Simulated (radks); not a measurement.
All-electron atom: Al I in [Ne] 3s2 3p1.

Method: scalar-relativistic Kohn-Sham, exchange-only r2SCAN, spin-polarised, spherical densities, finite nucleus; open shells are filled with parallel spins first; meta-GGA in the generalised Kohn-Sham scheme; Fermi nuclear charge, rms radius 3.061 fm; computed with a radial shooting solver on a logarithmic mesh with Libxc functionals.

Energy parts (eV):
| part | energy |
|---|---|
| total | -6594.371 |
| kinetic | 6617.204 |
| electron-nucleus | -15790.375 |
| Hartree | 3070.966 |
| exchange | -492.165 |

Orbitals (lengths in bohr, moments of r in powers of bohr):
orbital,occ.,eigenvalue (eV),<r>
1s up,1,-1521.355,0.1202
1s down,1,-1521.295,0.1201
2s up,1,-111.3846,0.6229
2s down,1,-111.3329,0.6230
2p up,3,-70.7207,0.6022
2p down,3,-70.6308,0.6020
3s up,1,-7.9445,2.626
3s down,1,-6.6457,2.577
3p up,1,-2.5203,3.454
3p down,0,-1.1162,3.314

The highest occupied level is 3p up at -2.520 eV. The density falls to 0.001 e/bohr^3 at r = 4.59 bohr. The spin density at the nucleus is -0.1857 e/bohr^3 (1s -0.0443, 2s 0.0402, 3s -0.1816). Summed over all electrons, <r^2> = 33.88 bohr^2, which gives a Langevin (diamagnetic) susceptibility term of -26.8 x 10^-6 cm^3/mol. Spin moment in Bohr magnetons: 1. For comparison, the ionisation energy in NIST's Atomic Spectra Database is 5.986 eV (measured). In exact Kohn-Sham theory the highest level is minus the ionisation energy, but local and semilocal functionals leave it too shallow, through self-interaction and a potential that decays too fast; potentials with the right tail come closer.
